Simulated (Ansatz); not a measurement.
A run for Ansatz (a quantum-chemistry and plane-wave program): R-B97M-V/def2-TZVPP on SiH4 (SMILES [SiH4]).

Ansatz 0.2 input:
```yaml
crystal:
  periodic: [false, false, false]
  atoms:
    - {symbol: Si, position_ang: [0.00000000, -0.00000000, -0.00000000]}
    - {symbol: H, position_ang: [0.85467615, 0.85467615, 0.85467615]}
    - {symbol: H, position_ang: [-0.85467615, -0.85467615, 0.85467615]}
    - {symbol: H, position_ang: [-0.85467615, 0.85467615, -0.85467615]}
    - {symbol: H, position_ang: [0.85467615, -0.85467615, -0.85467615]}
basis:
  gaussian:
    orbitals: def2-TZVPP
hamiltonian:
  xc: {name: B97M-V}
scf: {lower_state_search: off}
```

Problem. What total energy does the run end on?

Solution. -291.8112 hartree.
